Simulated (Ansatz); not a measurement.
A structure relaxed at B3LYP-D4/def2-TZVP in Ansatz, charge 0, singlet:

```xyz
8

Ga   -0.0840    1.2977   -0.9395
H    -0.4604    0.3955   -2.1621
H     0.0984    2.8390   -0.8395
O     0.1862    0.4425    0.6117
C     0.0837   -0.9556    0.7862
H    -0.6643   -1.1782    1.5535
H     1.0443   -1.3587    1.1222
H    -0.2038   -1.4823   -0.1325
```

Task: Give its formula, name or SMILES.

Result: GaH2(OMe) (CH₅GaO).

Task: Summarise the bond lengths by kind (pairs closer than 1.2 times the sum of covalent radii, bridged metal pairs left out).

Result: 1 × C–O 1.41 Å; 1 × Ga–O 1.79 Å; 3 × C–H 1.09 to 1.10 Å; 2 × Ga–H 1.56 to 1.57 Å.
